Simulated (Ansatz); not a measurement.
Species: sum formula CoBrF, charge 0, multiplicity 4. The spin state was set by rule; other spins were not relaxed. 
Coordinates optimised at B3LYP-D3(BJ)/def2-TZVP (Ansatz, a first-principles code):
```xyz
3

Co     0.0000     0.0000    -0.8756
F      0.0000     0.0000    -2.6302
Br     0.0000     0.0000     1.3518
```
Charge 0, spin multiplicity 4.

Quantity: atomisation energy (electronic, to ground-state atoms), in kcal/mol. Correlated levels leave the core frozen unless marked. UHF or UKS for open shells. No spin-orbit coupling. The frozen core is the preceding noble-gas configuration, with the filled d and f shells of earlier blocks. Non-relativistic. 

```
level                            program  atomisation energy (kcal/mol)
------------------------  --------------  -----------------------------
HF/STO-3G                         Ansatz                           74.5
r2SCAN-D3(BJ)/def2-TZVPD  Ansatz + dftd3                          200.1
B3LYP-D3(BJ)/def2-TZVPD   Ansatz + dftd3                          189.8
B3LYP/def2-TZVPD                  Ansatz                          187.6
PBE0/6-31G*                       Ansatz                          203.7
PBE0/def2-SVP                     Ansatz                          191.5
BHLYP-D4/def2-TZVPD       Ansatz + dftd4                          176.6
HSE06-D3(BJ)/def2-TZVPD   Ansatz + dftd3                          192.3
HSE06/def2-TZVPD                  Ansatz                          191.3
LC-wPBE/def2-TZVPD                Ansatz                          193.2
wB97M-V/def2-TZVPD                Ansatz                          192.1
B2PLYP-D3(BJ)/def2-TZVPD  Ansatz + dftd3                          190.6
B2PLYP-D4/def2-TZVPD      Ansatz + dftd4                          190.2
B2PLYP/def2-TZVPD                 Ansatz                          189.4
PBE-QIDH/def2-TZVPD               Ansatz                          192.9
RPA@PBE/def2-TZVPP                Ansatz                          167.4
RI-MP2/def2-TZVPPD                Ansatz                          197.3
SCS-MP2/STO-3G                    Ansatz                          104.7
CCSD/def2-SVP                     Ansatz                          168.8
CCSD(T)/6-31G*                    Ansatz                          182.0
```

The Hartree-Fock reference is unstable (checked in the largest basis), which strains HF and MP2.
